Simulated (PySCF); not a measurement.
VOCl₂, SMILES [O]=[V+]([Cl])[Cl], charge +1, multiplicity 1.

Geometry optimised at PBE0-D3(BJ)/def2-SVP. The multiplicity is an assumed one; other spin states were not compared. The isomer is the one that the SMILES or the coordinates give; other isomers of the formula were not compared.

These are HF/def2-TZVPD run with PySCF values and carry that method's errors.

Isolated molecule, no solvent.

Computed frontier levels, gap, dipole moment and polarisability:
- highest occupied level = -18.52 eV
- lowest empty level = -7.21 eV
- orbital gap = 11.31 eV
- dipole moment about the centre of nuclear charge = 3.86 D
- mean static polarisability = 53.5 bohr³ (7.92 Å³)
- polarisability, principal values = 34.7, 54.7, 70.9 bohr³
